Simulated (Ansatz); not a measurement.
`C[N](C)[Hf]([F])([SH])[Cl]` + `C#[C][Zr]([OH])([OH])[Cl]` → `[OH][Hf]([F])([SH])[Cl]` + `C#[C][Zr]([OH])([Cl])[N](C)C`  (redistribution)

Isolated molecules relaxed with PBE0-D4/def2-TZVP in Ansatz; ΔE leaves out vibrations. CCSD(T)/CBS adds triple-zeta CCSD(T) − MP2 to the extrapolated MP2 energy (def2 sets, frozen cores). DFT in def2-TZVPP. HSE06 is defined as in plane-wave codes. def2 core potentials past Kr. For Hf, Zr outer-core shells are correlated without core-valence functions, which leaves a few kJ/mol of doubt a bond. Each species was taken in one conformer, which may not be the lowest.

```csv
level,ΔE (kJ/mol),difference from CCSD(T)/CBS
revPBE-D4,-7.0,-1.3
BLYP-D4,-6.6,-0.9
r2SCAN0,-5.2,0.5
HSE06,-4.6,1.1
BHLYP,-4.0,1.7
LC-ωPBE,-3.0,2.7
CCSD/def2-SVP,-2.5,3.2
CCSD(T)/def2-SVP,-3.4,2.3
HF/def2-TZVPP,-2.5,3.2
HF/CBS(def2),-2.3,3.4
CCSD(T)/CBS,-5.7,0
```

Largest T1 diagnostic among the species: 0.017.

Leaving LDA and LC-ωPBE aside and taking each functional with its dispersion term where it has one, the values, not all of them listed here, spread over 3.2 kJ/mol, from revPBE-D4 to ωB97X-V. In def2-TZVPP, CCSD(T) changes the Hartree–Fock value by −3.4 kJ/mol (the triples alone add −1.0 kJ/mol) and MP2 by −4.3 kJ/mol.
